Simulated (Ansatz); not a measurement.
`C[SiH](N)CN` + `Sc1ccccc1` → `CSc1ccccc1` + `NC[SiH2]N`  (substitution at a C–Si bond)

Calculated with Ansatz (gas phase, PBE0-D4/def2-TZVP geometries, no zero-point term in ΔE). CBS: MP2 limit from def2 TZ/QZ plus the TZ coupled-cluster correction, frozen cores. Functionals use def2-TZVPP. B3LYP here is the variant with VWN-RPA as its local correlation; programs differ in this. Each species was taken in one conformer, which may not be the lowest.

`C[SiH](N)CN`:

```xyz
15

C    -1.703    0.859   -0.145
Si   -0.462   -0.332    0.569
N     0.564    0.564    1.639
C     0.650   -1.075   -0.751
N     1.380   -0.013   -1.432
H    -2.394    0.335   -0.810
H    -1.192    1.629   -0.728
H    -2.295    1.343    0.636
H    -1.177   -1.469    1.234
H     1.227    0.074    2.220
H     0.174    1.343    2.145
H     1.286   -1.850   -0.290
H     0.009   -1.600   -1.470
H     1.852    0.575   -0.756
H     2.081   -0.383   -2.061
```

`Sc1ccccc1`:

Cartesian coordinates in Å:
```
S -0.503 1.535 -2.342
C -0.168 0.592 -0.896
C 1.151 0.532 -0.453
C 1.471 -0.197 0.680
C 0.486 -0.873 1.384
C -0.827 -0.813 0.942
C -1.157 -0.087 -0.190
H -1.826 1.315 -2.370
H 1.927 1.059 -0.997
H 2.502 -0.234 1.014
H 0.739 -1.442 2.270
H -1.607 -1.337 1.482
H -2.188 -0.049 -0.525
```

`CSc1ccccc1`:

Z-matrix (Å, degrees):
```
C
S 1 1.790
H 1 1.091 2 111.7
H 1 1.090 2 105.6 3 118.1
H 1 1.091 2 111.6 3 -123.9
C 2 1.753 1 103.4 3 61.9
C 6 1.392 2 124.5 1 -0.0
C 6 1.397 2 116.5 1 -180.0
C 7 1.388 6 120.1 2 -180.0
H 7 1.082 6 120.7 2 0.0
C 8 1.382 6 120.4 2 180.0
H 8 1.085 6 119.5 2 -0.0
C 9 1.384 7 120.8 6 -0.0
H 9 1.084 7 119.1 6 -180.0
H 11 1.084 8 119.4 6 180.0
H 13 1.083 9 120.4 7 180.0
```

`NC[SiH2]N`:

Cartesian coordinates in Å:
```
N 0.839 0.096 1.430
C 1.081 -0.217 0.020
Si -0.432 0.298 -0.969
N -1.755 -0.576 -0.309
H 1.588 -0.250 2.017
H 0.797 1.098 1.569
H 1.174 -1.302 -0.084
H 1.999 0.223 -0.399
H -0.292 -0.031 -2.414
H -0.543 1.791 -0.874
H -1.772 -0.649 0.698
H -2.683 -0.481 -0.685
```

```json
{"species": "`C[SiH](N)CN`", "B3LYP-D4 energy (Eh)": "-481.40525"}
{"species": "`Sc1ccccc1`", "B3LYP-D4 energy (Eh)": "-630.58177"}
{"species": "`CSc1ccccc1`", "B3LYP-D4 energy (Eh)": "-669.91524"}
{"species": "`NC[SiH2]N`", "B3LYP-D4 energy (Eh)": "-442.05382"}
```

Q: Work out ΔE.

A: ΔE = (-669.91524) + (-442.05382) − (-481.40525) − (-630.58177) = 0.01796 Eh = +47.2 kJ/mol. CCSD(T)/CBS gives +48.4 kJ/mol.

Largest T1 diagnostic among the species: 0.011.
